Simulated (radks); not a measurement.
Spherical quantum dot in the effective-mass picture: electrons in a hard-walled sphere of radius 3.35, all in effective atomic units (hartree* = m*/eps^2 hartree, bohr* = eps/m* bohr), one dielectric constant everywhere. Calculated with a radial shooting solver with Libxc functionals: non-relativistic Kohn-Sham, r2SCAN, spin-polarised, spherical densities, generalised Kohn-Sham scheme. Levels are named by radial order and angular momentum (1s, 1p, 1d, 2s, ...), and open shells are averaged over m. Results are scaled to m* = 0.17 and eps = 15.7, for which hartree* = 18.77 meV and bohr* = 4.887 nm.

N = 21, configuration 1s2 1p6 1d10 1f(up 3, down 0). This is the lowest configuration that the search found. Occupied and some empty levels:

level    occupation  eigenvalue (meV)  <r> (nm)
1s up             1            157.56     10.88
1s down           1            158.40     10.79
1p up             3            162.25     11.34
1p down           3            163.23     11.28
1d up             5            170.29     11.72
1d down           5            171.43     11.69
1f up             3            181.26     12.05
1f down           0            182.53     12.03
2s up             0            188.07     7.262
2s down           0            188.63     7.331
1g up             0            194.89     12.32
1g down           0            196.27     12.31
2p up             0            203.24     8.551
2p down           0            203.84     8.597
2d up             0            221.08     9.340
2d down           0            221.81     9.361

Energy (meV): total 2003.01, kinetic 588.29, external 0, Hartree 1610.1, exchange-correlation -195.37.
